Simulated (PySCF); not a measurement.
# Substituent chemical shifts

Parent skeleton `[CH2:1]=[C:2]=[CH:3][C:4]#[C:5][SiH2:6][CH3:7]`; one hydrogen on atom 3 is replaced by X. Hydrogens on one atom are averaged.

A single conformation, in vacuum, averaged over atoms made equivalent by symmetry, fast rotation or ring inversion, relativity neglected. PBE0/pcSseg-1 with gauge-including orbitals; GFN2-xTB structure; PySCF 2.14.0 with density-fitted response routines.

Scale: TMS for 13C and 29Si and 1H (reference shieldings calculated alike).

Parent (X = H): C1 81.0, C2 233.7, C3 80.7, C4 106.1, C5 101.1, Si6 -69.6, C7 -4.6, H(C1) 5.27, H(Si6) 4.56 ppm. Effects are Δδ = δ(X) − δ(H), positive for deshielding.

Known members:
```
    X    C1    C2     C3    C4    C5   Si6    C7  H(C1)  H(Si6)
allyl  -0.6  -3.1  +13.7  +3.2  +0.6  -0.2  -0.2  -0.06   +0.03
  cPr  +4.5  -5.0  +20.7  +3.9  +0.5  -0.1  +0.0  +0.06   +0.03
   CN  +5.5  +6.9   -6.5  -5.6  +5.9  +1.6  -0.8  +0.47   -0.02
```

Four more derivatives gave (Δδ, ppm):
```json
{"compound": "1", "C1": "-1.9", "C2": "-4.7", "C3": "+19.9", "C4": "+1.5", "C5": "+2.2", "Si6": "-0.7", "C7": "-0.1", "H(C1)": "-0.13", "H(Si6)": "+0.03"}
{"compound": "2", "C1": "+3.6", "C2": "+8.6", "C3": "+24.4", "C4": "-0.2", "C5": "+4.7", "Si6": "+0.5", "C7": "-0.4", "H(C1)": "+0.50", "H(Si6)": "+0.06"}
{"compound": "3", "C1": "-1.4", "C2": "-4.2", "C3": "+15.7", "C4": "+3.2", "C5": "+0.3", "Si6": "-0.4", "C7": "-0.2", "H(C1)": "-0.10", "H(Si6)": "+0.03"}
{"compound": "4", "C1": "-1.1", "C2": "-2.6", "C3": "+9.7", "C4": "+3.9", "C5": "-0.7", "Si6": "-0.2", "C7": "-0.1", "H(C1)": "-0.09", "H(Si6)": "-0.01"}
```

Task: Their substituents are C(S)CH3, C2H5, CH3, iPr. Which is which?

Result: 1: X = iPr (C=C=C(C#C[SiH2]C)C(C)C); 2: X = C(S)CH3 (C=C=C(C#C[SiH2]C)C(C)=S); 3: X = C2H5 (C=C=C(C#C[SiH2]C)CC); 4: X = CH3 (C=C=C(C)C#C[SiH2]C).
